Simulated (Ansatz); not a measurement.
# Telling isomers of FGeHO apart by their spectra

These gas-phase data were calculated for one isomer of FGeHO at r2SCAN-D4/def2-SVP (harmonic, unscaled wavenumbers; equilibrium rotational constants with average atomic masses):

```
rotational constants            : 27.56, 6.614, 5.334 GHz
all wavenumbers above 1500 cm⁻¹ : 2176
```

Candidates:

(1) `[OH][Ge][F]`, a singlet
(2) `[O]=[GeH][F]`, a singlet

Which structure fits?

Candidate (2). No mode falls between 3300 and 4000 cm⁻¹, where the O–H stretch of (1) would stand.

The same quantities for all candidates:

```tsv
	rotational constants (GHz)	wavenumbers above 1500 cm⁻¹	E above the lowest, r2SCAN-D4/def2-SVP (kcal/mol)
(1)	14.03, 8.164, 5.161	3782	0.0
(2)	27.56, 6.614, 5.334	2176	43.3
```

Harmonic stretches to hydrogen usually lie a few per cent above observed fundamentals. Each candidate is one conformer. Programs: Ansatz 0.2.0.
